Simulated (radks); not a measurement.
The numbers below are computed, except where a source is named.
Tm26+, 43 electrons, occupied as [Kr] 4d7. Code: a radial shooting solver on a logarithmic mesh with Libxc functionals. Model: Dirac Kohn-Sham, PBE, spin-unpolarised, spherical densities, finite nucleus; open shells fill j = l - 1/2 first; Fermi nuclear charge, rms radius 5.2256 fm.

Unscreened Slater integrals over Kohn-Sham orbitals (eV). Large and small components are both included.

integral          value
F0(4d5/2,4d5/2)  49.288
F2(4d5/2,4d5/2)  25.234
F4(4d5/2,4d5/2)  17.144
F0(4d5/2,4d3/2)  49.622
F2(4d5/2,4d3/2)  25.374
G2(4d5/2,4d3/2)  25.290
G4(4d5/2,4d3/2)  17.184
F0(4d5/2,4p3/2)  49.466
F2(4d5/2,4p3/2)  25.487
G1(4d5/2,4p3/2)  31.811
G3(4d5/2,4p3/2)  20.324
F0(4d5/2,4p1/2)  50.625
G3(4d5/2,4p1/2)  20.814
F0(4d3/2,4d3/2)  49.966
F2(4d3/2,4d3/2)  25.533
F0(4d3/2,4p3/2)  49.799
F2(4d3/2,4p3/2)  25.616
G1(4d3/2,4p3/2)  31.764
G3(4d3/2,4p3/2)  20.331
F0(4d3/2,4p1/2)  50.992
G1(4d3/2,4p1/2)  33.114
F0(4p3/2,4p3/2)  49.756
F2(4p3/2,4p3/2)  26.048
F0(4p3/2,4p1/2)  50.913
G2(4p3/2,4p1/2)  26.252
F0(4p1/2,4p1/2)  52.197
